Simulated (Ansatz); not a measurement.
Geometry optimisation, Ansatz, RKS LDA/def2-SVP.

Input:

```yaml
crystal:
  periodic: [false, false, false]
  atoms:
    - { symbol: Ge, position_ang: [-0.552587, 0.0, -0.459352] }
    - { symbol: H, position_ang: [0.189303, 0.0, 2.205369] }
    - { symbol: Cl, position_ang: [1.483093, 0.0, 0.110146] }
    - { symbol: Cl, position_ang: [-0.936956, 1.750715, -1.57459] }
    - { symbol: Cl, position_ang: [-0.936956, -1.750715, -1.57459] }
    - { symbol: F, position_ang: [-1.678723, 0.0, 0.809346] }
    - { symbol: H, position_ang: [-0.452773, 0.0, 2.54747] }
basis:
  gaussian: { orbitals: def2-SVP }
hamiltonian:
  xc: lda
relax:
  f_tol: 0.03
  max_steps: 50
```

Command:

```bash
$ ansatz run input.yaml --threads 2 --pin off --max-ram 3072MiB --backend cpu --events-out ev --progress --plain --runs-dir out
```

**Question.** Where does it end, and by what steps?

**Answer.** The forces met the threshold. The force dipped under the threshold on the way, but the program's further checks kept it going. After 15 steps the energy has fallen by 0.237 eV; H2 moved furthest, 1.03 Å.

| step | energy less start (eV) | largest force component (eV/Å) | accepted |
| --- | --- | --- | --- |
| 0 | 0.0000 | 1.912 | yes |
| 1 | -0.1493 | 0.352 | yes |
| 2 | -0.1958 | 0.212 | yes |
| 3 | -0.2039 | 0.343 | yes |
| 4 | -0.2132 | 0.042 | yes |
| 5 | -0.2161 | 0.119 | yes |
| 6 | -0.2193 | 0.148 | yes |
| 7 | -0.2000 | 1.082 | no |
| 8 | -0.2234 | 0.266 | yes |
| 9 | -0.2299 | 0.109 | yes |
| 10 | -0.2353 | 0.070 | yes |
| 11 | -0.2369 | 0.067 | yes |
| 12 | -0.2029 | 1.215 | no |
| 13 | -0.2374 | 0.010 | yes |
| 14 | -0.2375 | 0.041 | yes |
| 15 | -0.2375 | 0.021 | yes |

```xyz
7
Properties=species:S:1:pos:R:3
Ge -0.557 0.000 -0.723
H 0.123 0.000 3.234
Cl 1.476 0.000 -0.171
Cl -1.058 1.744 -1.795
Cl -1.058 -1.744 -1.795
F -1.486 0.000 0.722
H -0.326 0.000 2.591
```

Whether the end is a true minimum wasn't checked by a vibrational analysis.

Time of the run: 22 s on 2 threads of Arm Neoverse V1 (shared host), peak memory 0.16 GiB.
